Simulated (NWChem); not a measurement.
C$_{2}$H$_{6}$FGa; SMILES [CH3][Ga]([CH3])[F]

### Question
Give the equilibrium geometry at PBE-D3(BJ)/def2-SVP (NWChem) as a Z-matrix, with the point group.

### Answer
point group C2v; any orientation.
```
Ga
F 1 1.7896
C 1 1.9671 2 112.23
H 3 1.1067 1 112.65 2 180.00
H 3 1.1088 4 109.14 1 -121.37
H 3 1.1088 4 109.15 5 -117.24
C 1 1.9671 2 112.23 3 -180.00
H 7 1.1067 1 112.64 2 179.96
H 7 1.1087 8 109.15 1 121.38
H 7 1.1088 8 109.14 9 117.25
```
